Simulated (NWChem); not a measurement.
# YF$_{2}$ cation; SMILES [F][Y+][F]

```xyz
3

Y      0.0000     0.0000     0.1870
F     -1.5752     0.0000    -0.9177
F      1.5752     0.0000    -0.9177
```
Atoms are numbered in this order, from 1.

Level: PBE-D3(BJ)/def2-SVP with def2 effective core potentials on Y (NWChem), optimised geometry, unscaled harmonic frequencies. This spin state was assumed; another may lie lower. def2 effective core potentials on Y; no spin-orbit coupling.

Task: List the harmonic frequencies with IR intensities, and the thermochemistry.

Result: 
```csv
frequency (cm⁻¹),IR intensity (km/mol)
141,19.4
689,50.8
694,156.2
```

```json
{
 "zero_point_energy": "2.2 kcal/mol",
 "thermal correction to the enthalpy at 298.15 K (with zero-point energy)": "5.1 kcal/mol",
 "heat capacity Cv": "9.6 cal/(mol K)",
 "entropy at 298.15 K and 1 atm (symmetry number 2)": "66.8 cal/(mol K)"
}
```

Rigid rotor and harmonic oscillator.
